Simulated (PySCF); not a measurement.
Dipole moment (D) of eight silicon and germanium compounds: PBE beside B3LYP, computed with PySCF for isolated molecules in the bases named; differences from unrounded values. The eight are the first of their class met in an unordered collection, after screening for sound electronic states; none was chosen by its value, except that the dipole had to exceed 0.05 D. Each molecule has one DFT geometry for both levels.

```csv
molecule,basis,B3LYP
"Ge(F)3(SH) (F3GeHS), SMILES [F][Ge]([F])([F])[SH]",def2-TZVP,2.66
"CH5FO2Si2, SMILES O=CO[SiH2][SiH2]F",def2-TZVP,2.65
"C4H6Si, SMILES C#C[SiH2]C=C",def2-TZVP,0.75
"C₃H₅ClGe, SMILES ClC=C=[CH][GeH3]",def2-TZVP,1.67
"C4H13NSi, SMILES C[C@H]([SiH3])NCC",def2-TZVP,1.53
"CH₁₀ClNSi₃, SMILES C[Si@](N)(Cl)[SiH2][SiH3]",def2-TZVP,1.76
"Ge(H)2(Me)(OMe) (C₂H₈GeO), SMILES [CH3][GeH2][O]C",def2-TZVP,0.93
"C3H4ClNSi, SMILES [Si@H]1(C=CN=C1)Cl",def2-TZVP,1.22
```

### Question
Estimate the PBE values and say how PBE differs from B3LYP over the set. (An estimate is asked for; the answer gives what the named calculation found.)

### Answer

```tsv
molecule	PBE	difference
Ge(F)3(SH) (F3GeHS), SMILES [F][Ge]([F])([F])[SH]	2.48	-0.17
CH5FO2Si2, SMILES O=CO[SiH2][SiH2]F	2.48	-0.17
C4H6Si, SMILES C#C[SiH2]C=C	0.77	0.02
C₃H₅ClGe, SMILES ClC=C=[CH][GeH3]	1.59	-0.08
C4H13NSi, SMILES C[C@H]([SiH3])NCC	1.55	0.03
CH₁₀ClNSi₃, SMILES C[Si@](N)(Cl)[SiH2][SiH3]	1.80	0.04
Ge(H)2(Me)(OMe) (C₂H₈GeO), SMILES [CH3][GeH2][O]C	0.85	-0.08
C3H4ClNSi, SMILES [Si@H]1(C=CN=C1)Cl	1.14	-0.08
```
PBE lies below B3LYP in 5 and above it in 3 of the eight; the mean signed difference is -0.06 and the largest -0.17 D.
